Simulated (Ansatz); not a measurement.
C₃H₁₀NSi (SMILES C[Si](C)(C)[NH]), doublet, geometry from GFN2-xTB. Base run: B3LYP/STO-3G run with Ansatz (a first-principles code).

Here is a job for Ansatz.
Ansatz 0.2 input:
```yaml
crystal:
  periodic: [false, false, false]
  atoms:
    - {symbol: C, position_ang: [0.09145278, 1.43502701, -1.27625997]}
    - {symbol: Si, position_ang: [-0.11033837, 0.10496908, 0.08008673]}
    - {symbol: C, position_ang: [-0.61588952, -1.55783745, -0.77093454]}
    - {symbol: C, position_ang: [1.64718641, -0.34670971, 0.75265659]}
    - {symbol: N, position_ang: [-1.09840910, 0.28359537, 1.40647931]}
    - {symbol: H, position_ang: [0.77586539, 1.13259566, -2.06436719]}
    - {symbol: H, position_ang: [0.46877387, 2.36238694, -0.85374923]}
    - {symbol: H, position_ang: [-0.86454839, 1.65907343, -1.74176393]}
    - {symbol: H, position_ang: [-0.71704633, -2.33042702, -0.02163744]}
    - {symbol: H, position_ang: [0.13382529, -1.85109542, -1.49524138]}
    - {symbol: H, position_ang: [-1.56632868, -1.42453376, -1.27066024]}
    - {symbol: H, position_ang: [2.26942421, -0.72556309, -0.04831890]}
    - {symbol: H, position_ang: [2.10276007, 0.53962850, 1.17387925]}
    - {symbol: H, position_ang: [1.55541440, -1.09696630, 1.52532797]}
    - {symbol: H, position_ang: [-1.66103713, 1.09728710, 1.59718904]}
basis:
  gaussian:
    orbitals: STO-3G
hamiltonian:
  xc: b3lyp
magnetization: {spin_polarized: true, initial_magnetization: 1}
```

The base run was repeated with changes; each row names its change, and settings that it needs were set with it.

| change | ΔE vs base (mEh) |
|---|---|
| base | 0.000 |
| fitting.mean_field = cc-pVTZ-JKFIT | -0.352 |
| lower_state_search = off | 0.000 |
| final_grid = 6, 12, 29 | 0.000 |
| nuclear_model = gaussian | 0.123 |
| lower_state_search = light | 0.000 |
| final_grid = 4, 8, 17 | 0.057 |
| final_grid = 10, 20, 41 | 0.000 |
| point_charge = charge:0.5 position_ang:-2.5148, -3.5091, -4.0146 | -0.938 |
| final_grid = 14, 28, 59 | 0.000 |
| forces = on | 0.000 |
